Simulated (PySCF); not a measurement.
Two-component Hartree-Fock for Ge²⁺ (germanium, charge +2)

Start: [Ar] 3d9 4s2 4p1; 3d3/2 filled at m_j = -3/2, -1/2, +1/2, +3/2; 3d5/2 filled at m_j = -3/2, -1/2, +1/2, +3/2, +5/2; 4p3/2 filled at m_j = +3/2. Calculated with PySCF 2.14 in x2c-TZVPall-2c with one added diffuse shell each of s, p, d type (7s8p5d1f, 63 functions): generalised Hartree-Fock with the X2C-1e Hamiltonian and a Gaussian nucleus; one run each with spin-orbit coupling (SO) switched off, then screened by Boettger's factors. This is a chosen level, not necessarily the ground level.

```csv
spinor shell,electrons,"ε, spin-free (eV)","ε, screened SO (eV)",weight of nominal j (screened SO),"rms radius, screened SO (bohr)"
1s1/2,2,-11214.1,-11213.9,1.000,0.0542
2s1/2,2,-1489.7,-1489.6,1.000,0.227
2p1/2,2,-1301.4,-1323.6,1.000,0.201
2p3/2,4,-1301.4,-1290.6,1.000,0.204
3s1/2,2,-233.93,-233.95,1.000,0.661
3p1/2,2,-173.45,-177.90,0.964,0.684
3p3/2,4,-173.45,-171.32,0.982,0.694
3d3/2,4,-75.890,-76.794,0.846,0.768
3d5/2,5,-75.890,-75.261,0.877,0.774
4s1/2,2,-36.632,-36.648,0.999,2.02
4p3/2,1,-27.353,-27.238,1.000,2.37
```

```json
{"quantity": "E (hartree)", "spin-free": "-2095.02809", "screened SO": "-2095.10964"}
{"quantity": "M_J", "spin-free": "4", "screened SO": "4"}
{"quantity": "⟨J²⟩", "spin-free": "20.014", "screened SO": "20.014"}
{"quantity": "⟨L²⟩", "spin-free": "12.011", "screened SO": "12.013"}
{"quantity": "⟨S²⟩", "spin-free": "2.003", "screened SO": "2.005"}
```

Each row is a mean over spinors that exchange with the open shell spreads, by up to 9.681 eV (3p3/2).

Rows whose weight is well below 1 are mixtures of j = l ± 1/2: exchange outweighs spin-orbit coupling there, and the label is only the starting occupation.

Without spin-orbit coupling the j labels of p, d and f shells carry no meaning; the spin-free column gives the mean over the occupied spinors of each nl shell.
